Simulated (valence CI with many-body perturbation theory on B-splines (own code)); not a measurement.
## Co²¹⁺: E2, M1, M2 decay

Level of theory: configuration interaction combined with many-body perturbation theory (CI+MBPT): four valence electrons over a frozen Dirac-Fock core [He], radial functions for each j: 11 s, 11 p, 10 d, 8 f, 5 g, 2 h, with the one-electron correlation potential Σ1 (screened to all orders), the two-electron term Σ2, the three-electron term Σ3, Breit, model QED; selected single and double excitations, second order for the rest, scaled by the run's own slope (own B-spline code, finite nucleus).

No measured levels were compared; by estimate levels of excited configurations hold to 0.05 to 0.15 % of their energy, terms of the ground configuration to about 0.5 %. Among the levels kept, up to 1100 cm⁻¹ of a level comes from second order outside the variational space, and about a tenth of that is noise between levels of different J, which matters for small intervals.

Lines 1 to 31 of 31 in falling wavelength, among levels below 93.742 Ry, chosen from the decays that carry over 1 % of a level's rate. Wavelengths and rates use the calculated energies, so an error of 600 cm⁻¹ moves a line at 69.64 nm by 0.42 % and its rate by three times that or more. Electric multipoles are in the length gauge with retardation, E1 and E2 with the static RPA response of the core. M1 uses the relativistic operator with retardation. Weak lines are less certain than strong ones. Lines between different terms over intervals too small for the method are left out, as are lines whose strength nearly cancels. The highest levels of a list are the least certain.

Names give the largest LS component (configuration and term), which can be under half, so a name can repeat, a term be missing and a line seem to break the LS rules; names also repeat where a configuration has a term twice. Letters in brackets count levels of one name in rising energy.

```
λ vac (nm)               Upper         Lower  Type   A (s⁻¹)  Branch %
     208.6        2s2 2p2 3P_2  2s2 2p2 3P_1    M1  1.08e+03      99.9
     110.6        2s2 2p2 3P_1  2s2 2p2 3P_0    M1  1.18e+04     100.0
     69.64        2s2 2p2 1D_2  2s2 2p2 3P_2    M1  2.40e+04      47.9
     52.21        2s2 2p2 1D_2  2s2 2p2 3P_1    M1  2.61e+04      52.1
     30.72        2s2 2p2 1S_0  2s2 2p2 3P_1    M1  2.01e+05     100.0
     1.260     2s2 2p 3d 3F°_4  2s 2p3 3P°_2    E2  6.88e+07       4.3
     1.236     2s2 2p 3d 3F°_4  2s 2p3 3D°_3    E2  1.78e+07       1.1
     1.205     2s 2p2 3p 5D°_4  2s 2p3 3D°_3    E2  1.30e+08       2.4
     1.187      2s2 2p 3p 3D_1  2s2 2p2 3P_2    E2  1.98e+09       3.6
     1.186     2s 2p2 3p 3F°_4  2s 2p3 3P°_2    E2  5.30e+08       4.4
     1.186     2s 2p2 3p 1S°_0  2s 2p3 1D°_2    E2  5.03e+09       1.3
     1.184  2s2 2p 3p 3P_1 [b]  2s2 2p2 1D_2    E2  3.74e+09       1.5
     1.182      2s2 2p 3p 3D_3  2s2 2p2 1D_2    E2  6.98e+08       1.1
     1.181      2s2 2p 3p 3D_1  2s2 2p2 3P_1    E2  1.95e+09       3.6
     1.178      2s2 2p 3p 3D_2  2s2 2p2 3P_2    E2  1.46e+09       1.8
     1.177      2s 2p2 3d 5F_5  2s 2p3 3D°_3    M2  1.41e+07       1.2
     1.173     2s 2p2 3p 5D°_2  2s 2p3 5S°_2    E2  2.07e+09       7.4
     1.166     2s 2p2 3p 3F°_4  2s 2p3 3D°_3    E2  2.18e+09      18.3
     1.165     2s 2p2 3p 5D°_3  2s 2p3 5S°_2    E2  2.38e+09       8.1
     1.163      2s2 2p 3p 3D_3  2s2 2p2 3P_2    E2  1.88e+09       2.9
     1.161     2s 2p2 3p 3F°_4  2s 2p3 3D°_2    E2  1.31e+09      11.0
     1.159      2s2 2p 3p 3D_2  2s2 2p2 3P_0    E2  1.70e+09       2.1
     1.158     2s 2p2 3p 5D°_4  2s 2p3 5S°_2    E2  2.79e+09      51.8
     1.156      2s2 2p 3p 3D_3  2s2 2p2 3P_1    E2  1.31e+09       2.1
     1.153     2s2 2p 3d 3F°_4  2s2 2p2 1D_2    M2  1.61e+07       1.0
     1.082      2s 2p2 3d 5D_4  2s2 2p2 3P_2    E2  5.76e+08       7.5
     1.037        2p3 3d 5D°_3  2s 2p3 5S°_2    E2  1.16e+10       7.0
     1.037        2p3 3d 5D°_2  2s 2p3 5S°_2    E2  1.16e+10       1.8
     1.037        2p3 3d 5D°_0  2s 2p3 5S°_2    E2  1.23e+10       4.4
     1.037        2p3 3d 5D°_1  2s 2p3 5S°_2    E2  1.23e+10       2.0
     1.037        2p3 3d 5D°_4  2s 2p3 5S°_2    E2  1.22e+10      21.1
```
